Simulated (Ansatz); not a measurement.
```xyz
6

Cl   -0.5250    3.1723    0.8799
Ga   -0.2238    1.3045   -0.0855
O     0.0538   -0.2041    1.1081
Si    0.1550   -0.9436   -0.3320
H     1.4648   -1.4609   -0.8058
H    -0.9248   -1.8682   -0.7646
```

Total charge 0; spin multiplicity 1.

(1) List the r2SCAN/def2-TZVPP orbital energies in eV (Ansatz 0.2.0). (Best estimate.)

Results:

(1) Ansatz gave: Occupied: -10123.10, -2753.43, -1792.40, -1245.25, -1101.67, -1101.60, -1101.58, -515.41, -254.80, -193.34, -193.21, -193.19, -148.86, -142.74, -101.76, -101.58, -101.52, -97.70, -97.55, -97.55, -25.32, -22.03, -21.29, -21.21, -21.20, -21.03, -20.42, -13.56, -11.66, -10.02, -9.97, -9.41, -8.51, -8.34, -7.73, -6.13. Lowest empty: -2.84, -2.16, -0.70, 0.68, 1.24, 2.02, 2.29, 3.75.
